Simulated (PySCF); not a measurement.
**Zn²⁺: excitation energy**

Zn²⁺ [Ar] 3d10 (1S) → Zn²⁺ [Ar] 3d9 4s1 (3D), as a difference of total energies. Computed with PySCF 2.14 in x2c-QZVPPall, with the spin-free X2C one-electron Hamiltonian (Gaussian nucleus). Correlated levels: valence: [Ar] frozen; valence and next inner shell: [Ne] frozen. The calculations carry no spin-orbit coupling.

```
                                method  excitation energy (eV)
                                   UHF                   7.996
                                   LDA                   9.639
                                   PBE                   9.291
                                  PBE0                   9.182
                                r2SCAN                   9.073
                                  MN15                  10.342
                                revPBE                   9.315
                                  TPSS                   9.280
                         MP2 (valence)                  10.147
                     SCS-MP2 (valence)                   9.968
    MP2 (valence and next inner shell)                  10.492
SCS-MP2 (valence and next inner shell)                  10.232
```

Q: How much does correlation contribute at MP2 (valence and next inner shell)?

A: 10.492 − (7.996) = 2.496 eV, measured against UHF.

A first-order spin-orbit estimate (lowest level to lowest level, LS coupling) adds -0.150 eV.

The basis was made for the ground configuration and has no added diffuse functions, so the excitation energy can come out too high.
